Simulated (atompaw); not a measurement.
Reading a pseudo-wave (Ta)

Columns: radius, all-electron u(r) and pseudo u(r) of the 6s shell (level -11.62 eV) of tantalum in the configuration [Kr] 4d10 4f14 5s2 5p6 5d3 6s1 6p0; PBE, scalar-relativistic, PAW (atompaw) scheme, atompaw 4.2.0.5.

```tsv
r (bohr)	all-electron	pseudo
0.115	-0.0877	0.0456
0.231	0.0040	0.0914
0.346	0.1947	0.1363
0.462	0.1094	0.1811
0.577	-0.0813	0.2247
0.692	-0.2365	0.2674
0.808	-0.3114	0.3092
0.923	-0.3094	0.3492
1.038	-0.2516	0.3877
1.154	-0.1584	0.4247
1.269	-0.0490	0.4595
1.385	0.0658	0.4923
1.500	0.1756	0.5225
1.615	0.2763	0.5502
1.731	0.3660	0.5754
1.846	0.4420	0.5975
1.962	0.5055	0.6168
2.077	0.5560	0.6327
2.192	0.5950	0.6454
2.308	0.6238	0.6548
2.423	0.6430	0.6606
2.538	0.6540	0.6630
2.654	0.6580	0.6617
2.769	0.6558	0.6569
2.885	0.6484	0.6485
3.000	0.6367	0.6367
```

Question: How many radial nodes do the two functions have?

Answer: The all-electron 6s function has n − l − 1 = 5 (the table is too coarse to show those close to the nucleus); the pseudo-wave has 0, since the states of the same l below it are removed with the core.

Question: Is the pseudo-wave norm-conserving?

Answer: No, it belongs to a PAW set: the norm inside the radius is not constrained, and the difference is carried by the augmentation charge.
